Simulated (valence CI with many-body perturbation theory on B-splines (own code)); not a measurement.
## E1 transitions of Hf

Method: valence CI with perturbative core correlation (CI+MBPT): four valence electrons over a frozen Dirac-Fock core [Xe] 4f14, a basis of 9 s, 9 p, 10 d, 8 f, 5 g, 3 h, 1 i functions for each j, with the one-electron correlation potential Σ1, the two-electron term Σ2, the three-electron term Σ3, Breit, model QED; selected CI, second order for the rest, scaled by the run's own slope (own B-spline code, finite nucleus).

Against 22 measured levels this calculation errs by 299 cm⁻¹ on average and by 855 at most. These come from a selection out of the NIST Handbook of Basic Atomic Spectroscopic Data. Levels without a partner in it may be off by more, other configurations by 1,000 to 4,000 cm⁻¹. Among the levels kept, up to 500 cm⁻¹ of a level comes from second order outside the variational space, and about a tenth of that is noise between levels of different J, which matters for small intervals.

Lines 101 to 150 of 205 in falling wavelength, among levels below 3.546 eV, chosen from the strongest by gf and those to the six lowest levels. Wavelengths and rates use the calculated energies, so an error of 300 cm⁻¹ moves a line at 715.8 nm by 2.1 % and its rate by three times that or more. Electric multipoles are in the length gauge, E1 and E2 with the static RPA response of the core. Weak lines are less certain than strong ones. Lines between different terms over intervals too small for the method are left out, as are lines whose strength nearly cancels and 2 of this kind that miss the measured wavelength by over 7 %. The highest levels of a list are the least certain.

Names give the largest LS component (configuration and term), which can be under half, so a name can repeat, a term be missing and a line seem to break the LS rules; names also repeat where a configuration has a term twice. Letters in brackets count levels of one name in rising energy.

```tsv
λ vac (nm)	λ from measured levels	Upper	Lower	A (s⁻¹)	log gf	Branch %
722.2		5d 6s2 6p 1P°_1	5d3 6s 5F_1	3.98e+05	-2.03	1.0
722.0		5d2 6s 6p 3G°_3 [a]	5d3 6s 5F_2	6.62e+04	-2.44	0.6
720.4		5d2 6s 6p 5D°_1 [b]	5d3 6s 5F_2	1.62e+06	-1.42	8.0
715.8	732.2	5d 6s2 6p 3F°_4	5d2 6s2 3F_4	9.98e+04	-2.16	85.9
712.6		5d2 6s 6p 5D°_0 [b]	5d3 6s 5F_1	1.31e+06	-2.00	81.4
707.4	723.9	5d 6s2 6p 3D°_3	5d2 6s2 3F_4	1.25e+06	-1.18	55.1
702.6	724.3	5d 6s2 6p 3D°_2	5d2 6s2 3F_3	1.43e+06	-1.28	63.4
692.8		5d2 6s 6p 5D°_2 [b]	5d3 6s 5F_2	8.63e+05	-1.51	3.9
691.8	706.6	5d 6s2 6p 3P°_2	5d2 6s2 1D_2	1.09e+06	-1.41	33.8
691.6	713.4	5d 6s2 6p 3D°_1	5d2 6s2 3F_2	1.59e+06	-1.47	77.6
688.8		5d2 6s 6p 5D°_1 [b]	5d3 6s 5F_1	9.72e+05	-1.68	4.8
682.5		5d2 6s 6p 5G°_3	5d2 6s2 3F_4	1.05e+06	-1.29	50.1
675.9	692.8	5d 6s2 6p 1D°_2	5d2 6s2 3F_2	2.86e+03	-4.01	0.9
672.9		5d2 6s 6p 5F°_1	5d2 6s2 3P_1	3.36e+04	-3.17	0.9
672.8	687.7	5d 6s2 6p 3F°_3	5d2 6s2 3F_2	8.52e+03	-3.39	6.8
663.8		5d2 6s 6p 1S°_0	5d3 6s 5F_1	1.26e+06	-2.08	32.2
663.6		5d2 6s 6p 5D°_2 [b]	5d3 6s 5F_1	1.02e+05	-2.47	0.5
661.7	682.1	5d 6s2 6p 1F°_3	5d2 6s2 3P_2	2.20e+06	-1.00	19.0
648.4	634.0	5d2 6s 6p 5D°_3	5d2 6s2 1G_4	3.93e+05	-1.76	3.4
645.1		5d2 6s 6p 5G°_2	5d2 6s2 3F_3	2.36e+05	-2.13	28.0
642.5		5d2 6s 6p 5F°_2	5d2 6s2 3P_1	1.45e+03	-4.35	0.0
637.2		5d2 6s 6p 5F°_1	5d2 6s2 1D_2	6.56e+04	-2.92	1.8
630.3		5d2 6s 6p 5F°_1	5d2 6s2 3P_0	1.18e+03	-4.68	0.0
618.8	630.2	5d 6s2 6p 3F°_4	5d2 6s2 3F_3	8.48e+03	-3.36	7.3
618.2		5d2 6s 6p 5G°_4	5d2 6s2 3F_4	1.13e+05	-2.23	25.6
612.5	624.0	5d 6s2 6p 3D°_3	5d2 6s2 3F_3	8.73e+04	-2.46	3.9
609.9		5d2 6s 6p 5F°_2	5d2 6s2 1D_2	1.73e+04	-3.32	0.5
604.9		5d3 6s 3P_2	5d 6s2 6p 3F°_2	1.96e+05	-2.27	46.3
604.7	618.7	5d 6s2 6p 3D°_2	5d2 6s2 3F_2	1.13e+05	-2.51	5.0
595.3		5d2 6s 6p 3G°_3 [a]	5d2 6s2 1G_4	9.34e+04	-2.46	0.9
593.7		5d2 6s 6p 5G°_3	5d2 6s2 3F_3	1.62e+05	-2.22	7.7
584.4	577.3	5d2 6s 6p 5D°_3	5d2 6s2 3P_2	8.63e+04	-2.51	0.7
575.2		5d2 6s 6p 5F°_3	5d2 6s2 1D_2	6.20e+04	-2.67	2.1
566.8		5d2 6s 6p 3G°_3 [b]	5d2 6s2 1G_4	3.52e+05	-1.93	1.3
561.6		5d2 6s 6p 5G°_2	5d2 6s2 3F_2	4.75e+05	-1.95	56.3
560.7	573.6	5d 6s2 6p 3P°_2	5d2 6s2 3F_3	3.92e+01	-6.03	0.0
560.3	572.1	5d 6s2 6p 1P°_1	5d2 6s2 3P_2	2.84e+06	-1.40	6.8
555.7		5d2 6s 6p 5G°_5	5d2 6s2 3F_4	1.88e+05	-2.02	58.5
553.4		5d2 6s 6p 5D°_0 [a]	5d2 6s2 3P_1	7.33e+04	-3.47	1.0
545.9		5d2 6s 6p 5D°_1 [a]	5d2 6s2 3P_1	1.53e+04	-3.69	0.2
544.5	555.4	5d 6s2 6p 1F°_3	5d2 6s2 1D_2	2.02e+06	-1.20	17.5
544.5		5d2 6s 6p 5G°_4	5d2 6s2 3F_3	2.41e+05	-2.02	54.5
540.0		5d2 6s 6p 5D°_1 [b]	5d2 6s2 3P_2	1.39e+06	-1.74	6.8
538.4		5d2 6s 6p 5F°_3	5d2 6s2 3F_4	3.73e+05	-1.95	12.6
536.8	551.2	5d 6s2 6p 3P°_1	5d2 6s2 3F_2	6.93e+04	-3.05	1.6
536.7	544.0	5d 6s2 6p 3D°_3	5d2 6s2 3F_2	1.88e+02	-5.25	0.0
532.1		5d2 6s 6p 5D°_2 [a]	5d2 6s2 3P_1	8.22e+04	-2.76	0.9
530.7		5d2 6s 6p 3S°_1	5d2 6s2 3P_2	6.19e+06	-1.11	27.1
524.4	550.5	5d2 6s 6p 5D°_2 [b]	5d2 6s2 3P_2	1.77e+05	-2.44	0.8
522.2		5d2 6s 6p 5G°_3	5d2 6s2 3F_2	3.94e+05	-1.95	18.8
```
